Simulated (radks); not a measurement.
Bi IV, configuration [Hg] (the NIST ground configuration). Method: scalar-relativistic Kohn-Sham, RPBE, spin-unpolarised, spherical densities, point nucleus; computed with a radial shooting solver on a logarithmic mesh with Libxc functionals.

Local quantities along the radius. ELF = 1/(1 + alpha^2) is the electron localisation function; alpha = (tau - tau_W)/tau_unif compares the Pauli kinetic energy density with that of the uniform gas. tau is taken from the large components.

r (bohr),ELF,alpha
0.001097,0.999,0.02275
0.001266,0.999,0.02395
0.001463,0.999,0.02543
0.001703,0.999,0.02738
0.001966,0.999,0.02970
0.002271,0.999,0.03260
0.002644,0.999,0.03652
0.003053,0.998,0.04133
0.003555,0.998,0.04799
0.004105,0.997,0.05644
0.004741,0.995,0.06787
0.005519,0.993,0.08470
0.006374,0.989,0.1075
0.007361,0.981,0.1405
0.00857,0.964,0.1930
0.009897,0.933,0.2689
0.01152,0.866,0.3926
0.01331,0.755,0.5696
0.01537,0.600,0.8164
0.01789,0.441,1.125
0.02066,0.351,1.360
0.02405,0.338,1.398
0.02778,0.404,1.215
0.03208,0.525,0.9515
0.03735,0.655,0.7263
0.04313,0.728,0.6106
0.04981,0.739,0.5947
0.05799,0.671,0.6999
0.06697,0.532,0.9386
0.07796,0.385,1.264
0.09004,0.353,1.354
0.104,0.449,1.109
0.1211,0.612,0.7956
0.1398,0.705,0.6464
0.1615,0.688,0.6727
0.188,0.523,0.9556
0.2171,0.325,1.440
0.2527,0.313,1.483
0.2919,0.496,1.008
0.3371,0.671,0.7008
0.3924,0.717,0.6283
0.4532,0.646,0.7399
0.5276,0.466,1.071
0.6093,0.324,1.444
0.7036,0.352,1.355
0.8191,0.534,0.9351
0.946,0.654,0.7271
1.093,0.658,0.7211
1.272,0.582,0.8477
1.469,0.485,1.030
1.71,0.407,1.208
1.975,0.368,1.311
2.281,0.349,1.365
2.655,0.327,1.434
3.066,0.288,1.571
3.541,0.223,1.867
4.123,0.127,2.618
4.761,0.051,4.328
5.543,0.012,9.148

On this mesh the ELF has minima near r = 0.024, 0.090, 0.25, 0.61 bohr, which separate the shells, and maxima near 0.050 (0.74), 0.14 (0.71), 0.39 (0.72), 1.1 (0.66).
